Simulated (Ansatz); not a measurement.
## Relaxing a trial structure of ClGeHOSi

The starting geometry of this gas-phase singlet was optimised with GFN2-xTB.

```xyz
5

Cl   -0.2164   -1.2306    0.4085
Ge    1.4077   -2.2753   -0.5829
O     2.6327   -2.4568    0.9906
Si    3.3587   -1.1332    0.4542
H     4.2097   -0.7781    1.6084
```

**Question.** Predict what becomes of its bonds when it is optimised with B3LYP-D3(BJ)/def2-SVP.

**Answer.** A bond breaks, giving a structure given below by its coordinates. Distances that change by over a tenth: Ge2–O3 (2.00 → 1.79 Å). Contacts that open: Ge2–Si4 (2.49 → 3.43 Å).

The energy falls by 0.62 eV over 19 steps:

```tsv
step	E − E(last) (eV)
1	0.620
3	0.450
5	0.326
7	0.082
9	0.011
11	0.002
13	0.000
15	0.000
17	0.000
19	0.000
```

Final geometry (Å):

```xyz
5

Cl   -0.3278   -1.2739    0.4445
Ge    1.1494   -2.8108   -0.2055
O     2.6395   -1.9182    0.2185
Si    3.7980   -0.7434    0.4800
H     4.1333   -1.1276    1.9411
```

No frequencies were run, so the end isn't proven a minimum. Run with Ansatz 0.2.0, 54 s on 2 threads of Intel(R) Xeon(R) Platinum 8259CL CPU @ 2.50GHz (Skylake/Cascade Lake), with other jobs on the host.
